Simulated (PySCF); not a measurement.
A PySCF script (with the pyscf-properties extension) for the NMR shieldings of SMILES C([C@@H](C)S)(F)(F)F, C3H5F3S, on a GFN2-xTB geometry:

```python
import basis_set_exchange as bse
import numpy as np
from pyscf import gto, dft
from pyscf.prop import nmr

atoms = """
C    -1.127290   -0.682026    0.287716
C    -0.058125   -0.044768   -0.586228
S    -0.526503    1.634448   -1.145334
C     1.275483    0.011105    0.148118
F     2.254849    0.550939   -0.582097
F     1.690767   -1.219553    0.494080
F     1.202108    0.718478    1.286211
H    -2.073098   -0.698668   -0.246988
H    -0.844880   -1.702236    0.541302
H    -1.253077   -0.114383    1.208328
H     0.101187   -0.614332   -1.505367
H    -0.640224    2.160309    0.074233
"""
names = dict.fromkeys(["C", "S", "F", "H"], "pcSseg-1")
basis = {el: gto.basis.parse(bse.get_basis(n, elements=[el], fmt="nwchem")) for el, n in names.items()}
mol = gto.M(atom=atoms, basis=basis, charge=0, verbose=0)
mf = dft.RKS(mol, xc="PBE0")
mf.grids.level = 2
mf.grids.alignment = dft.numint.BLKSIZE   # the property module wants whole blocks of grid points
mf.conv_tol = 1e-9
mf.kernel()

calc = nmr.RKS(mf)   # GIAO
C = mf.mo_coeff
Co = C[:, mf.mo_occ > 0]
resp = mf.gen_response(singlet=True, hermi=2)
def vind(x):   # induced exchange potential for any number of trial vectors
    d = np.einsum("pi,xij,qj->xpq", C, 2 * x.reshape(-1, C.shape[1], Co.shape[1]), Co, optimize=True)
    return np.einsum("xpq,pi,qj->xij", resp(d - d.transpose(0, 2, 1)), C, Co, optimize=True).ravel()
mo1, _ = nmr.rhf.solve_mo1(calc, with_cphf=vind)
sigma = calc.kernel(mo1)
for i, s in enumerate(sigma):   # ppm
    w = np.linalg.eigvalsh((s + s.T) / 2)
    print("%2d %-2s iso %8.1f  s11 %8.1f  s22 %8.1f  s33 %8.1f" % (i, mol.atom_pure_symbol(i), w.mean(), *w))
```

Problem. What does it print?

Solution. 
```
 0 C  iso    164.2  s11    146.2  s22    157.8  s33    188.7
 1 C  iso    141.3  s11    125.4  s22    143.4  s33    155.2
 2 S  iso    553.5  s11    370.3  s22    494.5  s33    795.6
 3 C  iso     51.4  s11     45.7  s22     51.1  s33     57.5
 4 F  iso    254.2  s11    172.6  s22    252.9  s33    337.0
 5 F  iso    261.7  s11    171.7  s22    268.8  s33    344.5
 6 F  iso    275.6  s11    194.0  s22    286.9  s33    346.0
 7 H  iso     30.1  s11     25.5  s22     28.2  s33     36.6
 8 H  iso     29.9  s11     24.3  s22     28.0  s33     37.4
 9 H  iso     30.4  s11     26.9  s22     29.1  s33     35.1
10 H  iso     28.8  s11     25.8  s22     26.5  s33     34.0
11 H  iso     29.6  s11     23.0  s22     28.4  s33     37.4
```

These numbers come from an equivalent density-fitted implementation of the same equations, which agrees with the script to about 0.01 ppm for H and up to a few tenths of a ppm for heavy atoms, so last digits may differ.

Problem. Turn these shieldings into chemical shifts. Referencing at the same level of theory: TMS for 13C (σ = 186.93 ppm) and 1H (σ = 31.72 ppm); 33S (σ = 503.73 ppm) against CS2; 19F (σ = 170.95 ppm) against CFCl3.

Solution. Averaging equivalent atoms: C 3: 135.5; C 1: 45.6; C 0: 22.7; S 2: -50; F 4/5/6: -92.9; H 10: 2.95; H 11: 2.10; H 7/8/9: 1.60 ppm. Unscaled 19F shifts against computed CFCl3 carry errors that often reach 10 to 50 ppm.

Size and cost of the density-fitted run: 151 basis functions, 15 s wall time on 1 thread of an Arm Neoverse V1, shared host; peak memory 0.7 GiB.
